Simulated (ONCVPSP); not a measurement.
## What one change does to a pseudopotential (Tb (Z = 65), ONCV)

```json
{
 "Element": "terbium (Tb)",
 "Generator": "ONCVPSP 4.0.1",
 "Type": "optimised norm-conserving Vanderbilt (ONCV)",
 "Functional": "LDA (Perdew-Zunger)",
 "Relativity": "scalar-relativistic",
 "Frozen core": "[Kr] 4d10 4f8",
 "Valence charge": "11",
 "Reference configuration": "5s2 5p6 5d1 6s2",
 "Partial waves": "5s+6s: rc 1.70 bohr, ncon 3, nbas 6, qcut 6.3 1/bohr, 2 projectors; 5p: rc 1.85 bohr, ncon 3, nbas 7, qcut 7.3 1/bohr, 2 projectors, debl 1.6 Ha; 5d: rc 3.50 bohr, ncon 4, nbas 9, qcut 3.6 1/bohr, 2 projectors, debl 1.8 Ha; f scattering state at 0.17 Ha: rc 3.55 bohr, ncon 3, nbas 6, qcut 3.6 1/bohr, 2 projectors, debl 3.5 Ha",
 "Local potential": "polynomial inside 1.45 bohr (lpopt 4, dvloc0 0 Ha)",
 "Core correction": "Teter function, fcfact 2, rcfact 1.55"
}
```

Change: all radii but the core radius scaled by about 0.92 (s 1.56, p 1.70, d 3.22, f 3.28 bohr); local potential polynomial inside 1.34 bohr (lpopt 4, dvloc0 0 Ha).

Cutoffs: the cutoffs (Ha) at which the residual kinetic energy of the hardest occupied pseudo-wave falls to 1 and 0.1 mHa per electron; they do not see the model core or the augmentation charge, which bear on the density cutoff. Errors are all-electron minus pseudo energies relative to the spin-unpolarised reference configuration.

**Question.** Predict the effect on cutoff, ghosts and configuration errors.

**Answer.** The potential gets neither clearly harder nor softer (17 Ha and 21 Ha → 18 Ha and 22 Ha); of the 3 tests that both files solve, the error grows in 0 and shrinks in 2 by more than 15 % and 0.3 meV (median size 2.0 → 0.9 meV); neither file shows a bound ghost.

```tsv
quantity	base	changed
cutoff, loose	17 Ha	18 Ha
cutoff, tight	21 Ha	22 Ha
loose cutoff by channel	s 16 Ha, p 17 Ha, d 5.2 Ha	s 17 Ha, p 18 Ha, d 5.6 Ha
bound ghosts	none	none
GHOST(+) flags under 300 eV	s at 210.4 eV	d at 183.2 eV, s at 183.8 eV
tests counted as reliable (solved cleanly; for ONCVPSP, near-neutral configurations with less than one 5d electron left out)	3 of 4	3 of 4
error for 5s2 5p6 5d1 6s1, meV [ΔE 6.95 eV]	-2.0	-1.0
error for 5s2 5p6 5d1 6s0, meV [ΔE 19.50 eV]	-5.0	+0.9
error for 5s2 5p6 5d1 6s1.5, meV [ΔE 2.81 eV]	-0.7	-0.5
rms error of d²Exc/dni dnj with the model core, mHa	2.15	2.24
```
